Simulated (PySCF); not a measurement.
# Computed properties of C2H5F3Si, SMILES CC[Si](F)(F)F

Si(F)3(Et) (C2H5F3Si), SMILES CC[Si](F)(F)F. The structure is a stationary point at B3LYP-D3(BJ)/def2-SVP. The values are those of a single conformer. All values are computed for the isolated molecule unless a solvent is named; none is compared with measurement here.

**Structure.** All 27 harmonic modes at B3LYP-D3(BJ)/def2-SVP (PySCF) are real, so it is a minimum. With heavy atoms numbered as in [CH3:1][CH2:2][Si:3]([F:4])([F:5])[F:6], the shortest bond between them is C1–C2 at 1.537 Å and the longest C2–Si3 at 1.844 Å.

**Vibrations.** The strongest infrared lines (harmonic, unscaled, degenerate partners summed) lie at 879 cm⁻¹ (189 km/mol, F 47 %, Si 40 %), 1001 cm⁻¹ (109 km/mol, H 42 %, Si 29 %, F 19 %, C 10 %), 961 cm⁻¹ (92 km/mol, H 37 %, F 30 %, Si 26 %). The softest mode is at 48 cm⁻¹ and the zero-point energy is 46.9 kcal/mol.

**Electronic structure.** r2SCAN/def2-TZVP (PySCF) places the frontier levels at -8.46 and 0.48 eV, a gap of 8.94 eV, and gives a dipole moment of 2.67 D and a mean polarisability of 45.7 bohr³. PBE/def2-TZVP (PySCF) at the same geometry gives -8.15 and -0.18 eV, so its gap is 0.97 eV narrower. An orbital gap is neither the optical nor the fundamental gap.

**Excitations.** TDDFT-CAM-B3LYP/def2-SVPD (PySCF) has S1 at 8.79 eV (141 nm, f = 0.022, weak); the most intense of the 10 singlets computed lies at 9.55 eV (f = 0.13). T1 (TDA) is at 8.47 eV. TDDFT-PBE/def2-SVPD (PySCF) puts S1 at 7.75 eV. No vertical singlet excitation falls in the visible range (under 3.1 eV).

**NMR.** GIAO shifts at KT2/pcSseg-1 (PySCF) (non-relativistic, atoms alike by connectivity averaged): ¹³C from 7.8 to 9.9 ppm against TMS; ¹H from 1.1 to 1.4 ppm against TMS; ²⁹Si at -40.3 ppm against TMS; ¹⁹F at -175.5 ppm against CFCl3.

**Solvation.** SMD-ωB97X/def2-SVP (PySCF) gives -0.3 kcal/mol in water, -3.8 kcal/mol in chloroform, -4.1 kcal/mol in methanol (1 M in both phases, gas-phase geometry); of these solvents methanol holds the molecule best.
